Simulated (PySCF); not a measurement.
# Unknown compound

Molecular formula: C5H12OSi2. Simulated spectra:

1H NMR (600 MHz, computed): δ 5.64 (m, 1H), 4.81 (m, 1H), 4.17 (m, 1H), 3.12 (m, 1H), 2.20 (s, 3H), 1.58 (m, 1H), 1.39 (m, 1H), 0.26 (d, 3H).

13C{1H} NMR (computed): δ 220.1, 46.8, 30.7, 21.5, 2.8.

PySCF 2.14 calculation with geometry from GFN2-xTB and shielding tensors at PBE0/pcSseg-1 (GIAO); no solvent model, no relativistic terms, a single conformation, averaged over atoms made equivalent by symmetry, fast rotation or ring inversion.

Shifts are taken against calculated references (same method and geometry level): TMS for 1H (σ = 31.72 ppm), 13C (σ = 186.93 ppm).

**Question.** Which of these isomers gave the spectra?
A. C=COC/C([SiH3])=C/[SiH3]
B. CC#C[SiH2][SiH2]OCC
C. CC#C[Si@H](C)O[SiH2]C
D. CC(=O)[C@@H]1C[Si@@H](C)[SiH2]1
E. C=CC(=C)O[SiH2]C[SiH3]

**Answer.** D. 

- Rings plus π bonds: 2 (1 ring in the answer).
- 5 carbon signals for 5 carbons: no two carbons are equivalent.
- Carbon types of the structure: 1 × C, 1 × CH, 1 × CH2, 2 × CH3, leaving 3 H on heteroatoms.
- δC 220.1: ketone carbonyl carbon; low-lying n→π* states of the double bond to the heteroatom give a large paramagnetic term (-286 ppm).
- δC 46.8: sp3 CH bonded to Si, α to a carbonyl; α to the electron-withdrawing carbonyl group.
- δC 30.7: methyl carbon α to a carbonyl; the adjacent C=O deshields it moderately.
- δC 2.8: methyl carbon bonded to Si; an electropositive neighbour leaves it electron-rich and shielded.
- δH 2.20: hydrogen on a methyl carbon α to a carbonyl; α to C=O.

The others: CC#C[Si@H](C)O[SiH2]C would give 6 signals for carbon-bound and other non-exchanging H, not 8; CC#C[SiH2][SiH2]OCC would give 5 signals for carbon-bound and other non-exchanging H, not 8; C=CC(=C)O[SiH2]C[SiH3] has carbons computed at 164.0, 141.4, 123.6, 99.3, -5.6, with a different DEPT pattern; C=COC/C([SiH3])=C/[SiH3] would give 7 signals for carbon-bound and other non-exchanging H, not 8.

Shifts are as computed. Against solution values, carbons near 30 ppm lie about +3 ppm off and those near 130 ppm about +5 ppm. Of 1211 compounds with measured shifts, 218 miss one by over three times the rms of a fit or turn the order of signals round; such compounds aren't used in these exercises. Multiplicities follow the n + 1 count of equivalent neighbours, as no J values were calculated; m marks all less simple cases, F and P coupling included.
